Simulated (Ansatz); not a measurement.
MoSF4. Total charge 0; singlet. Geometry r2SCAN-D4/def2-SVP; atoms count from 1.

```xyz
6

Mo    0.021    0.001    0.003
S    -2.039   -0.060   -0.309
F     0.341   -1.174    1.386
F     0.289    1.333    1.247
F     0.668    1.204   -1.233
F     0.721   -1.304   -1.094
```

In the def2 sets Mo takes a core potential; there is no spin–orbit coupling. The restricted singlet is unstable towards broken spin symmetry in Hartree–Fock (as tested in another run); at PBE0-D4/def2-TZVP this wasn't settled.

(1) Estimate the Mulliken populations from the PBE0/def2-TZVP orbitals of Ansatz.

(2) And the Mayer bond orders between heavy atoms (over 0.3)?

Results:

(1) 
| atom | charge (e) | d electrons |
| --- | --- | --- |
| Mo1 | 1.78 | 3.55 |
| S2 | -0.21 | – |
| F3 | -0.39 | – |
| F4 | -0.39 | – |
| F5 | -0.39 | – |
| F6 | -0.39 | – |
Mulliken values depend strongly on the basis.

(2) Mo1–S2 2.20 (2.09 Å); Mo1–F3 0.88 (1.84 Å); Mo1–F4 0.88 (1.84 Å); Mo1–F5 0.88 (1.84 Å); Mo1–F6 0.88 (1.84 Å).
